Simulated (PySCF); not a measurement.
## Shifts of the heteroatoms

Structure with atom numbers: `[BH2-:1]1[NH2+:2][BH2-:3][NH+:4]1[CH:5]1[CH2:6][CH2:7][CH2:8]1`. Each H is labelled by its parent atom. Ha(B1), Ha(N2), Ha(B3) are cis to C5 on the ring; Ha(C6), Ha(C7), Ha(C8) are cis to N4 on the ring; Hb(B1), Hb(N2), Hb(B3) are trans to C5 on the ring; Hb(C6), Hb(C7), Hb(C8) are trans to N4 on the ring.

Computed data (PySCF 2.14): structure optimised with PBE0-D3(BJ)/def2-SVP, σ from GIAO-PBE0/pcSseg-1. One computed conformer, relativity neglected, rapidly exchanging positions averaged, no solvent model.

Predict the $^{15}$N NMR data.

Results:


```json
{"atoms": "N4", "environment": "donor nitrogen of a Lewis adduct", "σ (ppm)": "206.0", "δ (ppm)": "-339.1"}
{"atoms": "N2", "environment": "donor nitrogen of a Lewis adduct", "σ (ppm)": "246.3", "δ (ppm)": "-376.0"}
```

Shieldings were converted by a linear fit to measured shifts: $^{15}$N: δ = -150.45 − 0.916σ (rms 7.2 ppm, 79 shifts vs CH3NO2, solution or neat liquid). A few per cent of atoms miss by over 2 rms, more outside the fitted compound classes.

On a 500 MHz spectrometer $^{15}$N resonates near 50.7 MHz, so 1 ppm is 50.7 Hz.
